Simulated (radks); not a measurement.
Effect of the nuclear size on neutral nickel, [Ar] 3d8 4s2. Calculated with a radial shooting solver on a logarithmic mesh with Libxc functionals: Dirac Kohn-Sham, exchange-only LDA, spin-unpolarised, spherical densities, finite nucleus; open shells fill j = l - 1/2 first; Fermi nuclear charge, rms radius 3.7757 fm. The rms radius is varied about that value; shifts are against it.

\begin{tabular}{lrrrrrr}
rms radius (fm) & total energy shift (eV) & density at nucleus (e/bohr^3) & 1s1/2 shift (meV) & 2s1/2 shift (meV) & 2p1/2 shift (meV) & 3s1/2 shift (meV) \\ \hline
3.2773 & -0.0388 & 1.964e+04 & -16.5 & -1.53 & 0.147 & -0.219 \\
3.485 & -0.0233 & 1.958e+04 & -9.89 & -0.916 & 0.088 & -0.131 \\
3.7757 & 0 & 1.95e+04 & 0.000 & 0.000 & 0.000 & 0.000 \\
3.9645 & 0.0161 & 1.946e+04 & 6.82 & 0.632 & -0.061 & 0.091 \\
4.2477 & 0.0415 & 1.939e+04 & 17.7 & 1.64 & -0.157 & 0.235 \\
\end{tabular}

Slopes of the eigenvalues against <r^2> in GHz/fm^2, as finite differences over the two radii next to the reference (eigenvalue slopes, not the field-shift constants of lines): 1s1/2 1130, 2s1/2 105, 2p1/2 -10.1, 3s1/2 15.0.
